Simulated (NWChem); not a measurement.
System: MgSi$_{2}$H$_{6}$; SMILES [SiH3][Mg][SiH3]

Parts of the log:

```
             Northwest Computational Chemistry Package (NWChem) 7.3.0
             --------------------------------------------------------

 C3  symmetry detected

                             Geometry "geometry" -> ""
                             -------------------------

 Output coordinates in angstroms (scale by  1.889725989 to convert to a.u.)

  No.       Tag          Charge          X              Y              Z
 ---- ---------------- ---------- -------------- -------------- --------------
    1 Mg                  12.0000     0.00000000     0.00000000     0.00000039
    2 Si                  14.0000    -0.00000000     0.00000000     2.59264039
    3 H                    1.0000    -0.60194233    -1.25603181     3.18479606
    4 H                    1.0000    -0.78678429     1.14931326     3.18479606
    5 H                    1.0000     1.38872662     0.10671856     3.18479606
    6 Si                  14.0000     0.00000000     0.00000000    -2.59264161
    7 H                    1.0000     0.04676995     1.39203993    -3.18479194
    8 H                    1.0000    -1.22892691    -0.65551600    -3.18479194
    9 H                    1.0000     1.18215696    -0.73652393    -3.18479194

 Effective nuclear repulsion energy (a.u.)     138.4247535816

      Symmetry information
      --------------------

 Group name             C3
 Group number              5
 Group order               3
 No. of unique centers     5

                                 NWChem DFT Module
                                 -----------------

 Summary of "ao basis" -> "ao basis" (spherical)
 ------------------------------------------------------------------------------
       Tag                 Description            Shells   Functions and Types
 ---------------- ------------------------------  ------  ---------------------
 Mg                          6-31g*                  8       18   4s3p1d
 Si                          6-31g*                  8       18   4s3p1d
 H                           6-31g*                  2        2   2s

      Symmetry analysis of basis
      --------------------------

        a          28
        e+         19
        e-         19

  Rotation of axis

            General Information
            -------------------
          SCF calculation type: DFT
          Wavefunction type:  closed shell.
          No. of atoms     :     9
          No. of electrons :    46
           Alpha electrons :    23
            Beta electrons :    23
          Charge           :     0
          Spin multiplicity:     1
          Use of symmetry is: on ; symmetry adaption is: on
          Maximum number of iterations: 150
          AO basis - number of functions:    66
                     number of shells:    36
          Convergence on energy requested:  1.00D-06
          Convergence on density requested:  1.00D-05
          Convergence on gradient requested:  5.00D-04

              XC Information
              --------------
                         SCAN Method XC Functional
                  SCAN metaGGA Exchange Functional  1.000
                        SCAN Correlation Potential  1.000

             Grid Information
             ----------------
          Grid used for XC integration:  fine
          Radial quadrature: Mura-Knowles
          Angular quadrature: Lebedev.
          Tag              B.-S. Rad. Rad. Pts. Rad. Cut. Ang. Pts.
          ---              ---------- --------- --------- ---------
          Mg                  1.50      123          11.0       770
          Si                  1.10      123          14.0       770
          H                   0.35       60          15.0       590
          Grid pruning is: on
          Number of quadrature shells:   489
          Spatial weights used:  Erf1

      Superposition of Atomic Density Guess
      -------------------------------------

 Sum of atomic energies:        -780.21922957

      Non-variational initial energy
      ------------------------------

 Total energy =    -780.762250
 1-e energy   =   -1359.291296
 2-e energy   =     440.104292
 HOMO         =      -0.220165
 LUMO         =       0.000265

      Symmetry analysis of molecular orbitals - initial
      -------------------------------------------------

  Numbering of irreducible representations:

     1 a           2 e+          3 e-

  Orbital symmetries:

     1 a           2 a           3 a           4 a           5 a
     6 e+          7 e+          8 e+          9 e+         10 a
    11 a          12 a          13 a          14 e+         15 e+
    16 a          17 a          18 e+         19 e+         20 e+
    21 e+         22 a          23 a          24 a          25 e+
    26 e+         27 a          28 e+         29 e+         30 a
    31 e+         32 e+         33 a

     ---------------------------------------------
      Total Density - Mulliken Population Analysis
     ---------------------------------------------

    Atom       Charge   Shell Charges
 -----------   ------   -------------------------------------------------------
    1 Mg  12    11.38   2.00  2.00  5.97  0.72  0.32  0.37 -0.03  0.03
    2 Si  14    14.13   2.00  2.00  5.97  1.02  1.79  0.40  0.87  0.08
    3 H    1     1.06   0.46  0.60
    4 H    1     1.06   0.46  0.60
    5 H    1     1.06   0.46  0.60
    6 Si  14    14.13   2.00  2.00  5.97  1.02  1.79  0.40  0.87  0.08
    7 H    1     1.06   0.46  0.60
    8 H    1     1.06   0.46  0.60
    9 H    1     1.06   0.46  0.60

   convergence    iter        energy       DeltaE   RMS-Dens  Diis-err
 ---------------- ----- ----------------- --------- --------- ---------
 d= 0,ls=0.0,diis     1   -782.6000889504 -9.21D+02  1.08D-02  1.11D-01
 d= 0,ls=0.0,diis     2   -782.6195921712 -1.95D-02  3.95D-03  1.49D-02
 d= 0,ls=0.0,diis     3   -782.6223871883 -2.80D-03  1.31D-03  4.54D-03
 d= 0,ls=0.0,diis     4   -782.6234594170 -1.07D-03  8.89D-05  1.12D-05
 d= 0,ls=0.0,diis     5   -782.6234622338 -2.82D-06  1.46D-05  3.30D-07
 d= 0,ls=0.0,diis     6   -782.6234623071 -7.33D-08  4.26D-06  2.38D-08

         Total DFT energy =     -782.623462307056
      One electron energy =    -1361.772699321885
           Coulomb energy =      501.275247499559
    Exchange-Corr. energy =      -60.550764066280
 Nuclear repulsion energy =      138.424753581551

 Numeric. integr. density =       46.000000639543

                  Occupations of the irreducible representations
                  ----------------------------------------------

                     irrep           alpha         beta
                     --------     --------     --------
                     a                13.0         13.0
                     e+               10.0         10.0
                     e-                0.0          0.0

                       DFT Final Molecular Orbital Analysis
                       ------------------------------------

 Vector   21  Occ=2.000000D+00  E=-3.070286D-01  Symmetry=e+
              MO Center= -2.4D-01,  1.4D-01,  4.1D-02, r^2= 1.1D+01
   Bfn.  Coefficient  Atom+Function         Bfn.  Coefficient  Atom+Function
  ----- ------------  ---------------      ----- ------------  ---------------
    26      0.281555  2 Si py                50     -0.277255  6 Si py
    62     -0.215560  7 H  s                 38     -0.204260  3 H  s
    61     -0.193361  7 H  s                 37     -0.183193  3 H  s
    40      0.170521  4 H  s                 39      0.152932  4 H  s
    64      0.119409  8 H  s                 22     -0.118626  2 Si py

 Vector   22  Occ=2.000000D+00  E=-2.608965D-01  Symmetry=a
              MO Center=  7.5D-16, -2.7D-16, -5.9D-04, r^2= 5.4D+00
   Bfn.  Coefficient  Atom+Function         Bfn.  Coefficient  Atom+Function
  ----- ------------  ---------------      ----- ------------  ---------------
     6      0.445732  1 Mg s                 27     -0.259571  2 Si pz
    51      0.259676  6 Si pz                 2     -0.197521  1 Mg s
    10      0.133684  1 Mg s                 31     -0.115297  2 Si pz
    55      0.115355  6 Si pz                23      0.108989  2 Si pz
    47     -0.109033  6 Si pz                38     -0.075069  3 H  s

 Vector   23  Occ=2.000000D+00  E=-2.135370D-01  Symmetry=a
              MO Center=  3.9D-16, -1.3D-16,  7.1D-04, r^2= 6.6D+00
   Bfn.  Coefficient  Atom+Function         Bfn.  Coefficient  Atom+Function
  ----- ------------  ---------------      ----- ------------  ---------------
    27     -0.334517  2 Si pz                51     -0.334425  6 Si pz
     9      0.310929  1 Mg pz                31     -0.183648  2 Si pz
    55     -0.183574  6 Si pz                28      0.153228  2 Si s
    52     -0.153138  6 Si s                  5     -0.137848  1 Mg pz
    23      0.135277  2 Si pz                47      0.135237  6 Si pz

 Vector   24  Occ=0.000000D+00  E=-6.191382D-02  Symmetry=e+
              MO Center=  7.3D-04,  1.3D-02, -1.8D-04, r^2= 5.8D+00
   Bfn.  Coefficient  Atom+Function         Bfn.  Coefficient  Atom+Function
  ----- ------------  ---------------      ----- ------------  ---------------
     7      0.432498  1 Mg px                11      0.415839  1 Mg px
    64      0.258468  8 H  s                 42     -0.240255  5 H  s
     8      0.210563  1 Mg py                12      0.202460  1 Mg py
    38      0.202938  3 H  s                  3     -0.146489  1 Mg px
    53      0.138018  6 Si px                66     -0.138080  9 H  s

 Vector   25  Occ=0.000000D+00  E=-6.191382D-02  Symmetry=e+
              MO Center= -7.3D-04, -1.3D-02, -1.8D-04, r^2= 5.8D+00
   Bfn.  Coefficient  Atom+Function         Bfn.  Coefficient  Atom+Function
  ----- ------------  ---------------      ----- ------------  ---------------
     8      0.432498  1 Mg py                12      0.415839  1 Mg py
    40     -0.255878  4 H  s                 62     -0.228947  7 H  s
    66      0.218732  9 H  s                  7     -0.210563  1 Mg px
    11     -0.202460  1 Mg px                38      0.160256  3 H  s
     4     -0.146489  1 Mg py                54      0.138018  6 Si py

 Vector   26  Occ=0.000000D+00  E=-3.895562D-02  Symmetry=a
              MO Center= -3.4D-15,  6.3D-16, -5.8D-05, r^2= 7.0D+00
   Bfn.  Coefficient  Atom+Function         Bfn.  Coefficient  Atom+Function
  ----- ------------  ---------------      ----- ------------  ---------------
    10      1.240337  1 Mg s                 28     -0.504715  2 Si s
    52     -0.503907  6 Si s                 31      0.383567  2 Si pz
    55     -0.383422  6 Si pz                24     -0.301526  2 Si s
    48     -0.301770  6 Si s                  6      0.291409  1 Mg s
    27      0.219400  2 Si pz                51     -0.219463  6 Si pz

     ---------------------------------------------
      Total Density - Mulliken Population Analysis
     ---------------------------------------------

    Atom       Charge   Shell Charges
 -----------   ------   -------------------------------------------------------
    1 Mg  12    11.51   2.00  2.00  5.96  0.75  0.59  0.17 -0.03  0.06
    2 Si  14    14.08   2.00  2.00  5.96  0.98  1.95  0.41  0.69  0.09
    3 H    1     1.05   0.49  0.56
    4 H    1     1.05   0.49  0.56
    5 H    1     1.05   0.49  0.56
    6 Si  14    14.08   2.00  2.00  5.96  0.98  1.95  0.41  0.69  0.09
    7 H    1     1.05   0.49  0.56
    8 H    1     1.05   0.49  0.56
    9 H    1     1.05   0.49  0.56

     -------------------------------------------
      Total Density - Lowdin Population Analysis
     -------------------------------------------

    Atom       Charge   Shell Charges
 -----------   ------   -------------------------------------------------------
    1 Mg  12    11.80   2.00  1.98  5.90  0.57  0.64  0.33  0.27  0.11
    2 Si  14    14.06   2.00  1.98  5.89  0.71  1.77  0.42  1.17  0.11
    3 H    1     1.01   0.48  0.53
    4 H    1     1.01   0.48  0.53
    5 H    1     1.01   0.48  0.53
    6 Si  14    14.06   2.00  1.98  5.89  0.71  1.77  0.42  1.17  0.11
    7 H    1     1.01   0.48  0.53
    8 H    1     1.01   0.48  0.53
    9 H    1     1.01   0.48  0.53

     Multipole analysis of the density
     ---------------------------------

     L   x y z        total         alpha         beta         nuclear
     -   - - -        -----         -----         ----         -------
     0   0 0 0     -0.000000    -23.000000    -23.000000     46.000000

     1   1 0 0      0.000000      0.000000      0.000000      0.000000
     1   0 1 0     -0.000000     -0.000000     -0.000000      0.000000
     1   0 0 1     -0.000393     -0.000197     -0.000197     -0.000000

     2   2 0 0    -30.461694    -25.622411    -25.622411     20.783129
     2   1 1 0     -0.000000     -0.000000     -0.000000      0.000000
     2   1 0 1      0.000000      0.000000      0.000000      0.000000
     2   0 2 0    -30.461694    -25.622411    -25.622411     20.783129
     2   0 1 1      0.000000      0.000000      0.000000     -0.000000
     2   0 0 2    -44.195467   -466.815805   -466.815805    889.436142

            General Information
            -------------------
          SCF calculation type: DFT
          Wavefunction type:  closed shell.
          No. of atoms     :     9
          No. of electrons :    46
           Alpha electrons :    23
            Beta electrons :    23
          Charge           :     0
          Spin multiplicity:     1
          Use of symmetry is: on ; symmetry adaption is: on
          Maximum number of iterations: 150
          AO basis - number of functions:    66
                     number of shells:    36
          Convergence on energy requested:  1.00D-06
          Convergence on density requested:  1.00D-05
          Convergence on gradient requested:  5.00D-04

              XC Information
              --------------
                         SCAN Method XC Functional
                  SCAN metaGGA Exchange Functional  1.000
                        SCAN Correlation Potential  1.000

             Grid Information
             ----------------
          Grid used for XC integration:  fine
          Radial quadrature: Mura-Knowles
          Angular quadrature: Lebedev.
          Tag              B.-S. Rad. Rad. Pts. Rad. Cut. Ang. Pts.
          ---              ---------- --------- --------- ---------
          Mg                  1.50      123          11.0       770
          Si                  1.10      123          14.0       770
          H                   0.35       60          15.0       590
          Grid pruning is: on
          Number of quadrature shells:   489
          Spatial weights used:  Erf1

          Convergence Information
          -----------------------
          Convergence aids based upon iterative change in
          total energy or number of iterations.
          Levelshifting, if invoked, occurs when the
          HOMO/LUMO gap drops below (HL_TOL):  1.00D-02
          DIIS, if invoked, will attempt to extrapolate
          using up to (NFOCK): 10 stored Fock matrices.

[...]

                         DFT ENERGY GRADIENTS

    atom               coordinates                        gradient
                 x          y          z           x          y          z
   1 Mg      0.000000   0.000000   0.000001    0.000000   0.000000  -0.000007
   2 Si     -0.000000   0.000000   4.899380   -0.000000   0.000000  -0.003597
   3 H      -1.137506  -2.373556   6.018392   -0.002347  -0.004939   0.001503
   4 H      -1.486807   2.171887   6.018392   -0.003104   0.004502   0.001503
   5 H       2.624313   0.201669   6.018392    0.005451   0.000437   0.001503
   6 Si      0.000000   0.000000  -4.899382    0.000000   0.000000   0.003546
   7 H       0.088382   2.630574  -6.018384    0.000225   0.005382  -0.001484
   8 H      -2.322335  -1.238746  -6.018384   -0.004773  -0.002496  -0.001484
   9 H       2.233953  -1.391828  -6.018384    0.004548  -0.002886  -0.001484
```

Level: SCAN/6-31G* (spherical d). Structure relaxed at the PBE-D3(BJ)/def2-SVP level.

Task: Reconstruct the input file.

Result: One answer among several that fit: the input that was run:
```
start job
memory heap 200 mb stack 900 mb global 1100 mb
geometry units angstroms noautoz
  Mg    -0.000152    -0.000006     0.000141
  Si    -0.000638     2.592634     0.000302
  H     -1.254191     3.184230     0.607952
  H      0.099592     3.184969    -1.388829
  H      1.151960     3.185170     0.781970
  Si    -0.000677    -2.592648     0.000223
  H      0.902840    -3.185210    -1.059553
  H     -1.370601    -3.184319    -0.252476
  H      0.465051    -3.184866     1.312842
end
basis spherical
  * library 6-31g*
end
dft
  xc scan
  grid fine
  iterations 150
  mulliken
end
task dft gradient
```
